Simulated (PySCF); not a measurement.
**NdH₃: breathing scan**

Method: PBE0/[Nd lcecp-1-TZVP with ECP49, H def2-TZVP], scalar-relativistic core potentials, density fitting, no spin–orbit coupling, PySCF.

Rigid scan from the valence singlet (4f shell in the core) minimum (Nd–H 2.042 Å (×3); H–Nd–H 110.4° (×3)). Coordinate: all bonds to the central atom scaled together. Energies in kJ/mol from the minimum.

(1) Predict the curve at 0.88, 0.92, 0.96, 1.00, 1.04, 1.08, 1.14, 1.22, 1.35.

## Answers

(1) 
```
scale of all bonds to the centre  E (kJ/mol)  dipole size (D)
                            0.88        88.1             3.99
                            0.92        36.1             4.27
                            0.96         8.3             4.52
                            1.00         0.0             4.75
                            1.04         7.1             4.96
                            1.08        26.3             5.14
                            1.14        72.2             5.40
                            1.22       154.2             5.69
                            1.35       311.4             6.08
```

At long bonds a restricted determinant can lie too high, and another spin state can fall below this curve.

The 4f shell sits in the core potential, so its spin is not counted.

Other isomers or separated fragments may lie lower.

The scan took 7.2 s on 2 threads of a shared Arm Neoverse N1 host; the process peaked at 0.82 GiB.
